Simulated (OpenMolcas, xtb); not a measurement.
C2H5BClF (SMILES BC(F)CCl): the dipole moment, rung by rung

C2H5BClF: 10 atoms, total charge 0, spin state singlet. As SMILES, `BC(F)CCl`. The coordinates come from a PBE0-D4/def2-TZVP relaxation. This is one conformer, not always the lowest.

```xyz
10

B    -1.3092   -0.7117   -0.2812
C     0.1789   -0.4968    0.1265
F     0.5203   -1.0803    1.3360
C     0.6553    0.9349    0.1000
Cl    2.4287    1.0678    0.2063
H    -2.0103   -1.4508    0.3369
H    -1.7074   -0.1723   -1.2706
H     0.7285   -1.0462   -0.6651
H     0.2485    1.4918    0.9437
H     0.3498    1.4128   -0.8297
```

Each level gives the dipole moment (D). The values are calculated.

| level | kind | program | value (D) | CPU time |
| --- | --- | --- | --- | --- |
| GFN2-xTB | semi-empirical | xtb | 3.07 | under 2 s |
| GFN1-xTB | semi-empirical | xtb | 2.96 | under 2 s |
| HF/def2-SVP | Hartree–Fock | OpenMolcas | 3.02 | 15 s |
| SVWN5/def2-SVP | LDA | OpenMolcas | 2.20 | 39 s |
| PBE/def2-SVP | GGA | OpenMolcas | 2.19 | 51 s |
| r2SCAN/def2-SVP | meta-GGA | OpenMolcas | 2.48 | 53 s |
| BHLYP/def2-SVP | global hybrid | OpenMolcas | 2.67 | 45 s |

The values span 2.19 to 3.07 D. Magnitudes only. CPU times are rough (shared hosts, several kinds of processor and program).
